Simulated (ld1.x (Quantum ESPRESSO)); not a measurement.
# Reading a pseudo-wave (hafnium (Hf))

Columns: radius, all-electron u(r) and pseudo u(r) of the 6s shell (level -6.03 eV) of hafnium in the configuration [Xe] 4f14 5d2 6s1 6p1; PBEsol, scalar-relativistic, TM scheme, ld1.x (Quantum ESPRESSO) 7.5.

```csv
r (bohr),all-electron,pseudo
0.198,0.0773,-0.0213
0.395,-0.1724,-0.0437
0.593,0.0773,-0.0686
0.790,0.2697,-0.0973
0.988,0.2702,-0.1319
1.185,0.1498,-0.1741
1.383,-0.0163,-0.2268
1.580,-0.1807,-0.2910
1.778,-0.3228,-0.3660
1.975,-0.4340,-0.4446
2.173,-0.5154,-0.5164
2.370,-0.5696,-0.5696
2.568,-0.6016,-0.6016
2.765,-0.6154,-0.6154
2.963,-0.6149,-0.6149
3.160,-0.6034,-0.6034
3.358,-0.5837,-0.5837
3.555,-0.5580,-0.5580
3.753,-0.5283,-0.5283
3.950,-0.4962,-0.4962
4.148,-0.4627,-0.4627
4.345,-0.4290,-0.4290
4.542,-0.3957,-0.3957
4.740,-0.3632,-0.3632
4.938,-0.3319,-0.3319
5.135,-0.3024,-0.3024
```

How many radial nodes do the two functions have?

The all-electron 6s function has n − l − 1 = 5 (the table is too coarse to show those close to the nucleus); the pseudo-wave has 0, since the states of the same l below it are removed with the core.

At about which radius was the pseudo-wave matched?

2.45 bohr, where the columns begin to agree (steps of 0.20 bohr).

Is the pseudo-wave norm-conserving?

Yes: the TM scheme keeps the norm inside the radius equal to the all-electron one, which fixes the energy derivative of the logarithmic derivative at the level.
